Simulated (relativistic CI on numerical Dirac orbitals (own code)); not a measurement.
Calculated at this level of theory: Dirac-Coulomb-Breit CI, orbitals from a KLI potential per configuration, model QED (radiative potential, 1s self-energy scaled to tabulated hydrogen-like ionisation energies), unscaled Slater integrals (own radial code, finite nucleus).

Configuration list (outside the closed core 1s2): 2s²2p⁵, 2s2p⁶, 2s²2p⁴3s, 2p⁶3s, 2p⁶3p, 2s²2p⁴3p, 2p⁶3d, 2s²2p⁴3d, 2s2p⁵3s, 2s2p⁵3p, 2s2p⁵3d, 2s²2p⁴4s, 2s²2p⁴4p, 2s²2p⁴4d, 2s²2p⁴4f, 2s²2p³3s², 2s²2p³3s3p, 2s²2p⁴5s, 2s2p⁵4s, 2s²2p³3s3d, 2s²2p⁴5p, 2s²2p³3p², 2s²2p⁴5d, 2s²2p⁴5f, 2s2p⁵4p, 2s²2p⁴5g, 2s2p⁵4d, 2s2p⁵4f, 2s²2p³3p3d, 2s2p⁴3s², 2s²2p³3d², 2s2p⁴3s3p, 2s2p⁴3s3d, 2s2p⁴3p², 2s2p⁵5s, 2s2p⁴3p3d. Levels of other configurations are missing.

At this charge energies of transitions that change n are usually good to better than 1 %, and those within a shell (Δn = 0) to a few per cent.

Outline of the computed level scheme of Tl LXXIII. Lowest level of each configuration: 2s²2p⁵ ²P°3/2 at 0.0 eV; 2s2p⁶ ²S1/2 at 2673.4 eV; 2s²2p⁴3s ⁴P5/2 at 10159.5 eV; 2s²2p⁴3p ⁴P°3/2 at 10318.1 eV; 2s²2p⁴3d ⁴D3/2 at 11081.3 eV; 2s2p⁵3s ⁴P°5/2 at 12764.9 eV; 2s2p⁵3p ⁴P3/2 at 12930.0 eV.

Some strong electric-dipole decays among the lowest 45 levels: 2s²2p⁴3d ²P3/2 → 2s²2p⁵ ²P°3/2 (2.9e+15 s⁻¹); 2s²2p⁴3d ²D5/2 → 2s²2p⁵ ²P°3/2 (2.4e+15 s⁻¹); 2s²2p⁴3d ²D5/2 → 2s²2p⁵ ²P°3/2 (1.5e+15 s⁻¹); 2s²2p⁴3d ²P1/2 → 2s²2p⁵ ²P°3/2 (1.1e+15 s⁻¹); 2s2p⁵3p ²P1/2 → 2s²2p⁵ ²P°3/2 (8.2e+14 s⁻¹); 2s2p⁵3p ²D5/2 → 2s²2p⁵ ²P°3/2 (7.5e+14 s⁻¹); 2s²2p⁴3d ⁴P1/2 → 2s²2p⁵ ²P°3/2 (5.5e+14 s⁻¹); 2s2p⁵3p ²D3/2 → 2s²2p⁵ ²P°3/2 (4.9e+14 s⁻¹).

LS names give the leading component of a level, which can be under half, so a name can repeat, a term be missing and a line seem to break the LS rules.
